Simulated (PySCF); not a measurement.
# Computed vibrations of [Nd(H2O)7]3+

[Nd(H2O)7]3+ (singlet in the valence; each metal's 4f electrons, 3 of them, lie in its core potential, out of spins and levels). PySCF 2.14.0, RKS B3LYP, Nd lcecp-1-SVP with ECP49, O def2-SVP, H def2-SVP; non-relativistic Hamiltonian with scalar-relativistic core potentials where named; density fitting; no spin-orbit coupling. Central differences of gradients.

```xyz
22

Nd    0.0002    0.0000    0.0000
O    -0.0008    0.0000    2.4719
H     0.7666    0.0000    3.0796
H    -0.7686    0.0000    3.0789
O    -0.0008    0.0000   -2.4719
H     0.7666    0.0000   -3.0796
H    -0.7686    0.0000   -3.0789
O     2.5219    0.0000    0.0000
H     3.1279    0.0000    0.7651
H     3.1279    0.0000   -0.7651
O     0.7715    2.3855    0.0000
H     0.9413    2.9616    0.7692
H     0.9413    2.9616   -0.7692
O    -2.0330    1.4822    0.0000
H    -2.5022    1.8623    0.7668
H    -2.5022    1.8623   -0.7668
O    -2.0330   -1.4822    0.0000
H    -2.5022   -1.8623    0.7668
H    -2.5022   -1.8623   -0.7668
O     0.7715   -2.3855    0.0000
H     0.9413   -2.9616    0.7692
H     0.9413   -2.9616   -0.7692
```

Run from Python with OMP_NUM_THREADS=4. Where DIIS fails, smearing, a level shift and second-order steps follow.
It took 12 min on 4 threads of Arm Neoverse V1, on a shared host.

(1) What are the harmonic wavenumbers and infrared intensities?

(2) Is this a minimum?

An lcecp potential fixes the number of 4f electrons, so in runs with it no electron can move into or out of that shell.

Answers

(1) Modes are labelled in C2v; negative numbers are unstable modes, those under 60 cm⁻¹ near the noise; a finer grid moves soft modes by up to 10 cm⁻¹.
```tsv
cm⁻¹	km/mol	symmetry
-370	–	a2
-337	–	a2
-296	–	b1
-212	–	a2
-178	–	b1
-68	–	a2
-61	–	b1
23	0.0	b2
61	0.9	a1
66	1.4	b2
78	0.0	a2
94	1.6	b1
97	3.0	b1
108	0.0	a2
137	1.0	b2
139	0.7	a1
192	0.1	a1
193	0.0	b2
249	0.1	a1
251	0.0	b2
281	0.2	a1
288	0.1	b2
291	0.0	a1
304	6.2	b1
320	0.0	a1
342	0.0	b2
433	539.9	a1
438	425.7	b2
462	0.0	b1
479	0.1	b1
484	0.0	a2
491	0.0	a2
520	0.2	a1
523	1.9	b2
535	481.9	a1
557	384.0	b1
567	0.0	b1
579	976.2	b2
589	0.0	a2
1658	12.6	a1
1660	100.9	b2
1663	5.1	a1
1668	163.7	b2
1668	246.8	b1
1672	227.5	a1
1686	3.8	a1
3677	526.0	b1
3680	0.0	a1
3708	2.3	b2
3708	3.8	a1
3712	368.9	a1
3712	601.6	b2
3723	0.8	a1
3724	0.0	b1
3725	693.8	a1
3762	85.0	b1
3763	0.0	a2
3765	71.4	b1
3767	0.0	a2
3768	1025.4	b1
```

(2) No: 7 unstable; the lowest moves the atoms so:
```
Nd   0.00  0.00  0.00
O    0.00  0.00  0.00
H    0.00 -0.03  0.00
H    0.00  0.02  0.00
O    0.00  0.00  0.00
H    0.00  0.03  0.00
H    0.00 -0.02  0.00
O    0.00  0.00  0.00
H    0.00  0.46  0.00
H    0.00 -0.46  0.00
O    0.00  0.00  0.00
H   -0.23  0.07  0.00
H    0.23 -0.07  0.00
O    0.00  0.00  0.00
H   -0.18 -0.23  0.00
H    0.18  0.23  0.00
O    0.00  0.00  0.00
H    0.18 -0.23  0.00
H   -0.18  0.23  0.00
O    0.00  0.00  0.00
H    0.23  0.07  0.00
H   -0.23 -0.07  0.00
```
